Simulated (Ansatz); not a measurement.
ClI, charge -1, doublet, geometry from GFN2-xTB (a state made from the parent by changing its charge; the spin is typed, not shown lowest) (all electrons, no relativity) (a gas-phase anion, which may not be bound at this level). Base run: B3LYP/STO-3G in Ansatz (a first-principles code).

Here is a job for Ansatz.
Ansatz 0.2 input:
```yaml
crystal:
  periodic: [false, false, false]
  atoms:
    - {symbol: Cl, position_ang: [-0.00000000, -0.00000000, -2.27968828]}
    - {symbol: I, position_ang: [0.00000000, 0.00000000, 0.73122077]}
basis:
  gaussian:
    orbitals: STO-3G
hamiltonian:
  xc: b3lyp
total_charge: -1
magnetization: {spin_polarized: true, initial_magnetization: 1}
```

Variants of this job, named by their change:

| change | E (Eh) | <S^2> |
|---|---|---|
| base | -7307.98733 | 0.750 |
| functional = pbe; dispersion = d3bj | -7307.15161 | 0.750 |
| functional = pbe0; dispersion = d3bj | -7307.57831 | 0.750 |
| functional = pbe | -7307.15035 | 0.750 |
| functional = blyp; dispersion = d3bj | -7307.79975 | 0.750 |
| functional = wB97X | -7308.18375 | 0.750 |
| functional = cam_b3lyp | -7308.19773 | 0.750 |
| functional = blyp | -7307.79656 | 0.750 |
| functional = revpbe | -7307.54331 | 0.750 |
| functional = hf | -7305.20709 | 0.750 |
| functional = b3lyp5 | -7307.70395 | 0.750 |
| functional = b3lyp; dispersion = d4 | -7307.99000 | 0.750 |
| functional = pbe0 | -7307.57708 | 0.750 |

Total energies compare only within one method and basis.

A gas-phase anion may not be bound at this level; its values then depend on the basis.
